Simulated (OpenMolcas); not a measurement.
Levels of Co by method

```yaml
Program: OpenMolcas 26.06
Basis: ANO-RCC-VDZP [5s4p2d1f]
Scalar_Hamiltonian: DKH2, point nucleus
Active_space: 9 electrons in 6 orbitals (3d 4s)
State_averaging: 2S+1 = 4 even, 20 roots; 2S+1 = 2 even, 40 roots kept (CI in the orbitals of an earlier block)
Spin-orbit_coupling: state interaction with AMFI integrals over the reference wave functions, term energies averaged over their components
```

Methods on the same reference wave functions:
A. CASSCF
B. SS-CASPT2, IPEA 0.25 Eh, imaginary shift 0.1 Eh (closed shells correlated: 3s 3p)
C. MS-CASPT2, IPEA 0.25 Eh, imaginary shift 0.1 Eh (closed shells correlated: 3s 3p)

Energies in cm-1 above 3d7 4s2 4F 9/2, the measured ground level; measured values from NIST Handbook of Basic Atomic Spectroscopic Data.

```tsv
Level	A	B	C	Measured
3d7 4s2 4F 9/2	0.0	0.0	0.0	0.0
3d7 4s2 4F 7/2	773	775	775	816
3d7 4s2 4F 5/2	1344	1342	1343	1407
3d7 4s2 4F 3/2	1735	1730	1731	1809
3d8 4s 4F 9/2	12088	8110	8110	3483
3d8 4s 4F 7/2	12797	8790	8790	4143
3d8 4s 4F 5/2	13376	9380	9380	4690
3d8 4s 4F 3/2	13791	9800	9800	5076
3d7 4s2 2G 9/2	17655	16830	16830	
3d8 4s 2F 7/2	17774	11740	11740	7442
3d7 4s2 4P 5/2	17821	15730	15730	13795
3d7 4s2 4P 3/2	18076	15900	15900	14036
3d7 4s2 2G 7/2	18402	17570	17570	
3d7 4s2 4P 1/2	18433	16310	16310	14399
3d8 4s 2F 5/2	18884	12830	12820	8461
3d7 4s2 2P 3/2	23214	19520	19520	
3d7 4s2 2H 11/2	23563	23340	23340	
3d7 4s2 2P 1/2	23979	20150	20150	
3d7 4s2 2H 9/2	24212	23980	23980	
3d7 4s2 2D 3/2	26346	23430	23940
```

Deviations, from unrounded energies. A percentage is the sum of absolute deviations over the sum of measured energies, with the sign that they share, or ± where signs differ.

| Against measurement | Levels | A | B | C |
| --- | --- | --- | --- | --- |
| mean absolute deviation (cm-1) | 12 | 5600 | 2800 | 2800 |
| fine structure of the ground term (%) | 3 | -4.5 | -4.6 | -4.6 |
| other terms of the ground configuration (%) | 3 | +28.6 | +13.5 | +13.5 |
| other configurations (%) | 6 | +166.4 | +82.2 | +82.2 |

B, C lie about equally close to measurement and A furthest from it. The largest miss of C in the table is 3d8 4s 4F 3/2, by +4700 cm-1. The ranking rests on the paired levels alone, and a cruder setting can come out closer through cancelling errors.

Between B and C the level of the table that moves most is 3d7 4s2 2D 3/2, by 520 cm-1 (lowest in B, highest in C). Moves below CASPT2's spread within the term are not significant.

The two smallest mean deviations differ by little beside CASPT2's spread within terms, so their order carries little weight.

From A to B the spin-free energies of the other terms of 3d7 4s2 shown, above 4F, scale by factors of 0.83 to 0.99.

The lowest spin-free term lies below A's lowest term by 0.505 hartree in B, 0.505 hartree in C.

CASPT2 does not keep the components of a term degenerate, so their means are used; among the terms shown or strongly mixed into the levels shown the widest spread is 1800 cm-1 (3d7 4s2 4F, C). Terms from blocks run as CI alone lack orbitals of their own. A single d shell beside an s shell can misplace configurations of different d count against each other. Without dynamic correlation excited terms often stand tens of per cent too high (terms of higher spin than the ground term too low), and those without a measured partner can miss by more than the paired ones (holds for A). The CASPT2 spread within a term exceeds the gap to the next term for 3d7 4s2 2D and 3d7 4s2 2H, so the order of their levels is uncertain (holds for C). Computed and measured levels are paired by configuration, term and J; levels that our copy of the source lacks, or whose pairing is in doubt (as where it misses far off the trend of its configuration), stay unpaired and out of the deviations. Only configurations of the active space appear. Levels that lie high or do not pair safely by name in every column are left out.
